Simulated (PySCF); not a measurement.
Cd(H)(OH) (CdH2O), SMILES [CdH][OH]. Atoms are numbered in the order given.

```xyz
4

Cd    -0.0036    -0.2845     0.0000
H      0.0014    -1.9252     0.0000
O      0.1127     1.6808     0.0000
H     -0.7311     2.1361     0.0000
```
Charge 0, spin multiplicity 1.

Geometry optimised at PBE0-D3(BJ)/def2-TZVP. The def2 effective core potentials stand for the cores of Cd; spin–orbit coupling is left out.

Calculation: PBE/def2-TZVPD run with PySCF.

Symmetry labels are those of the subgroup Cs that the program uses (full group Cs).

### Question
List the valence orbital energies around the gap with their symmetry. (The exact figures need the calculation; the answer reports its results.)

### Answer

```json
[
 {"orbital": "HOMO−7", "symmetry": "A'", "energy (eV)": "-12.91"},
 {"orbital": "HOMO−6", "symmetry": "A\"", "energy (eV)": "-12.81"},
 {"orbital": "HOMO−5", "symmetry": "A'", "energy (eV)": "-12.79"},
 {"orbital": "HOMO−4", "symmetry": "A\"", "energy (eV)": "-12.79"},
 {"orbital": "HOMO−3", "symmetry": "A'", "energy (eV)": "-10.11"},
 {"orbital": "HOMO−2", "symmetry": "A'", "energy (eV)": "-8.09"},
 {"orbital": "HOMO−1", "symmetry": "A'", "energy (eV)": "-7.02"},
 {"orbital": "HOMO", "symmetry": "A\"", "energy (eV)": "-6.33"},
 {"orbital": "LUMO", "symmetry": "A'", "energy (eV)": "-1.50"},
 {"orbital": "LUMO+1", "symmetry": "A'", "energy (eV)": "-1.14"},
 {"orbital": "LUMO+2", "symmetry": "A\"", "energy (eV)": "-1.02"},
 {"orbital": "LUMO+3", "symmetry": "A'", "energy (eV)": "0.77"}
]
```
